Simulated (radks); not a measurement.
The numbers below are computed, except where a source is named.
Problem. These are the eigenvalues of the occupied orbitals of an atom or ion with whole-number occupations (eV). Code: a radial shooting solver on a logarithmic mesh with Libxc functionals. Model: scalar-relativistic Kohn-Sham, BLYP, spin-unpolarised, spherical densities, finite nucleus; Fermi nuclear charge, rms radius of each element as measured or else 0.836 A^(1/3) + 0.57 fm.

1s: -90633.58
2s: -16292.67
2p: -13944.85
3s: -3938.821
3p: -3267.695
3d: -2591.891
4s: -909.8814
4p: -689.8801
4d: -437.9488
5s: -165.6360
4f: -160.5288
5p: -103.7763
5d: -34.9559
6s: -22.0023
6p: -11.3777

Which element is it, and in what charge state? The configuration may be excited.

Solution. Z = 83, bismuth, charge +1: Bi+ in [Hg] 6p2. The list shows which subshells hold electrons but not how many an open one holds; the 1s level, -3330.7 hartree, gives Z - s = 81.6 by -(Z - s)^2/2, which with screening and relativity narrows Z to a few neighbours, and the depths of the outer levels then fix element, charge and occupations together.
